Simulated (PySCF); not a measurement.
C4H9B.
Atom-mapped SMILES: `[BH:1]1[CH2:2][CH2:3][CH2:4][CH2:5]1` (hydrogens: H6 on B1; H7, H8 on C2; H9, H10 on C3; H11, H12 on C4; H13, H14 on C5)

Geometry (PBE0-D3(BJ)/def2-SVP, Å), atoms numbered from 1 in this order:
```xyz
14
C4H9B angstrom
B     -0.068    1.514    0.198
C     -1.256    0.560   -0.175
C     -0.694   -0.855    0.026
C      0.807   -0.734   -0.260
C      1.219    0.626    0.322
H     -0.134    2.712    0.361
H     -2.239    0.755    0.279
H     -1.389    0.763   -1.262
H     -0.843   -1.158    1.078
H     -1.184   -1.624   -0.593
H      1.385   -1.584    0.138
H      0.973   -0.727   -1.352
H      2.169    1.039   -0.049
H      1.344    0.543    1.425
```

The calculation used core-valence-separated Tamm–Dancoff BHandHLYP/aug-pcX-1 (pcseg-1 on H) in PySCF, non-relativistic, gas phase, PBE0-D3(BJ)/def2-SVP geometry. No shift to experiment was applied.

The lowest roots of each edge with f over 0.003 (five at most, numbered afresh; weaker and dark ones are left out), with transition dipoles (au) in the frame of the coordinates:

```
root  edge  E (eV)       f       μx       μy       μz
   1     C  283.70  0.0030   0.0059  -0.0024   0.0199
   2     C  284.85  0.0204   0.0366  -0.0111   0.0382
   3     C  284.85  0.0061  -0.0149  -0.0160  -0.0197
   4     C  285.24  0.0097  -0.0354   0.0023   0.0114
   5     C  285.24  0.0030   0.0121   0.0169  -0.0017
   6     B  185.65  0.0906  -0.0177  -0.0198   0.1386
   7     B  190.51  0.0068   0.0021  -0.0377  -0.0051
   8     B  191.14  0.0055   0.0018  -0.0339  -0.0047
```

Q: Molecules are fixed in this frame and the field points along (1, 0, −1)/√2. What effective strengths 3 f cos²θ do the roots have (θ between field and μ)?

A: root 1 (C2/C5): 0.002, root 2 (C2/C5): 0.000, root 3 (C2/C5): 0.000, root 4 (C3/C4): 0.023, root 5 (C3/C4): 0.002, root 6 (B1): 0.167, root 7 (B1): 0.000, root 8 (B1): 0.000. Root 6 is the strongest. Averaged over all orientations cos²θ is 1/3, which gives f back. For degenerate partners only the sum has meaning, as the program may mix them freely.

One conformer stands for the species.
